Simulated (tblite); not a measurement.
Start geometry of `N#CCCC(=S)OCC#N` from a force field or distance geometry (Å):
```
atom  x, y, z in Å
N1     1.554   -0.733   -2.619
C2     1.876   -0.571   -1.528
C3     2.290   -0.369   -0.117
C4     1.133   -0.637    0.838
C5    -0.007    0.329    0.677
S6    -0.068    1.824    1.395
O7    -0.947   -0.153   -0.179
C8    -2.143    0.572   -0.556
C9    -3.222    0.375    0.421
N10   -4.086    0.221    1.194
H11    2.645    0.658    0.002
H12    3.112   -1.037    0.120
H13    1.494   -0.587    1.889
H14    0.755   -1.665    0.706
H15   -2.460    0.156   -1.522
H16   -1.932    1.625   -0.730
```

Task: What comes out of this run: GFN2-xTB geometry optimisation, gas phase in tblite?

Result: 
```
atom  x, y, z in Å
N1     1.3968   -0.4421   -2.5270
C2     1.7939   -0.4060   -1.4564
C3     2.2525   -0.3484   -0.0905
C4     1.1015   -0.6870    0.8763
C5    -0.0515    0.2411    0.6190
S6    -0.1049    1.7645    1.1871
O7    -0.9637   -0.3099   -0.1715
C8    -2.0783    0.4667   -0.5860
C9    -3.1251    0.4613    0.4184
N10   -3.9300    0.4314    1.2269
H11    2.6195    0.6626    0.1093
H12    3.0733   -1.0570    0.0433
H13    1.4508   -0.5605    1.9011
H14    0.7731   -1.7163    0.7198
H15   -2.4459    0.0031   -1.5065
H16   -1.7696    1.5053   -0.7747
```

The energy falls by 0.250 eV over 93 L-BFGS steps, the largest force on an atom goes from 3.52 to 0.009 eV/Å, and the atoms move by 0.167 Å rms after alignment. The bond that changes most is C2–C3 (nitrile carbon to sp3 carbon next to a nitrile), which shortens by 0.043 Å. Bonds longer at the end by more than 0.005 Å: 3 of 15; shorter: 9. Among the angles that change most is C5–O7–C8, from 123.8° to 119.1°. Among the dihedrals that turn most is H12–C3–C4–H13, from 53° to 64°. Rotational constants go from 1763, 696.2, 564.7 to 1960, 741.9, 624.2 MHz. The orientation of the end geometry is arbitrary; only internal coordinates are fixed.

The run took 0.67 s on an Arm Neoverse V1 with one thread, shared host with 32 logical CPUs at a one-minute load of 9.5.

Its GFN2-xTB frequencies are all real (lowest 16 cm⁻¹). One conformer, not necessarily the lowest. 3 starts were optimised and ended at 0.00, 0.98 and 1.07 kcal/mol (GFN2-xTB); the lowest of these is shown.

These are computed values.
